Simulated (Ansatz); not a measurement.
C₄H₁₃GeO₄ (SMILES C[O][Ge]([O]C)([O]C)[OH+]C), charge +1, singlet, at a GFN2-xTB geometry; BLYP/STO-3G in Ansatz (a program for electronic structure).

Input for Ansatz:
Ansatz 0.2 input:
```yaml
crystal:
  periodic: [false, false, false]
  atoms:
    - {symbol: C, position_ang: [-0.75620268, -2.50483617, -1.20143842]}
    - {symbol: O, position_ang: [-0.95334582, -1.08997745, -1.03444592]}
    - {symbol: Ge, position_ang: [-0.32909205, 0.00118549, 0.09541012]}
    - {symbol: O, position_ang: [-0.95500586, 1.57969193, 0.07785395]}
    - {symbol: C, position_ang: [-1.86900847, 2.20468459, -0.84331554]}
    - {symbol: O, position_ang: [0.28405423, -0.64292465, 1.54255969]}
    - {symbol: C, position_ang: [0.65325676, -0.00260192, 2.77596223]}
    - {symbol: O, position_ang: [1.61520807, 0.52232176, -0.88719819]}
    - {symbol: C, position_ang: [2.88630068, -0.11788913, -0.70072773]}
    - {symbol: H, position_ang: [-0.71766171, -3.02522900, -0.24582214]}
    - {symbol: H, position_ang: [-1.61859105, -2.84714657, -1.77322782]}
    - {symbol: H, position_ang: [0.15773761, -2.68950665, -1.76401873]}
    - {symbol: H, position_ang: [-2.13086936, 3.15352902, -0.37542129]}
    - {symbol: H, position_ang: [-2.76525717, 1.60348615, -0.98544268]}
    - {symbol: H, position_ang: [-1.39107970, 2.38253616, -1.80520031]}
    - {symbol: H, position_ang: [1.62201652, 0.48523853, 2.67803386]}
    - {symbol: H, position_ang: [-0.09450780, 0.72212117, 3.09352047]}
    - {symbol: H, position_ang: [0.71661317, -0.81006239, 3.50527449]}
    - {symbol: H, position_ang: [1.74994974, 1.42969825, -1.19206434]}
    - {symbol: H, position_ang: [3.51951176, 0.46469577, -0.03119127]}
    - {symbol: H, position_ang: [2.69633838, -1.09508651, -0.26144085]}
    - {symbol: H, position_ang: [3.37338232, -0.24124648, -1.66916233]}
basis:
  gaussian:
    orbitals: STO-3G
hamiltonian:
  xc: blyp
total_charge: 1
```

### Question
What does Ansatz print? Leave out banner, timings and long lists.

### Answer

```
Functional definition: BLYP
955 factors; integrals over basis functions are off by at most 4.2e-5 eV
mean field evaluation 1: about -67976.1321 eV, gradient 3.5e2 eV
mean field evaluation 2: about -68127.1531 eV, gradient 1.1e2 eV
mean field evaluation 4: about -67361.9876 eV, gradient 4.9e2 eV
mean field evaluation 8: about -68160.7378 eV, gradient 1.9e2 eV
mean field evaluation 16: about -68237.2050 eV, gradient 1.3e-5 eV
mean field -68237.20503647 eV, -2507.6710322515 hartree, gradient 1.9e-5 eV, S^2 0.000000; 0 other end points of the search recorded, 0 dependent functions left out
reference -68237.20546169 eV, -2507.6710478781 hartree; 50, 50 occupied and 21, 21 virtual orbitals, 955 factors
Total energy: -68237.20546169 eV, -2507.6710478781 hartree
```
